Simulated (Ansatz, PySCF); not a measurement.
Molecule: bromine monochloride, BrCl, charge 0, multiplicity 1. 
Coordinates optimised at B3LYP-D3(BJ)/def2-TZVP (Ansatz, a program for electronic structure):
```
Cl
Br 1 2.1653
```
Charge 0, spin multiplicity 1.

Dipole moments at this geometry, in debye (magnitudes).

```csv
level,program,dipole (D)
SVWN5/def2-TZVPD,Ansatz,0.45
BLYP/def2-TZVPD,Ansatz,0.47
revPBE/def2-TZVPD,Ansatz,0.46
M06-L/def2-TZVPD,PySCF,0.65
r2SCAN/def2-TZVPD,Ansatz,0.46
r2SCAN0/def2-TZVPD,Ansatz,0.48
PW6B95/def2-TZVPD,PySCF,0.50
MN15/def2-TZVPD,PySCF,0.53
CAM-B3LYP/def2-TZVPD,Ansatz,0.51
LC-wPBE/def2-TZVPD,Ansatz,0.55
wB97M-V/def2-TZVPD,Ansatz,0.50
wB97X-V/def2-TZVPD,Ansatz,0.52
CCSD(T)/def2-SVPD,Ansatz,0.49
```

Measured: 0.52 D (NIST CCCBDB, as tabulated in the package chemicals), a vibrational average. This is an older compilation, not checked against later work.
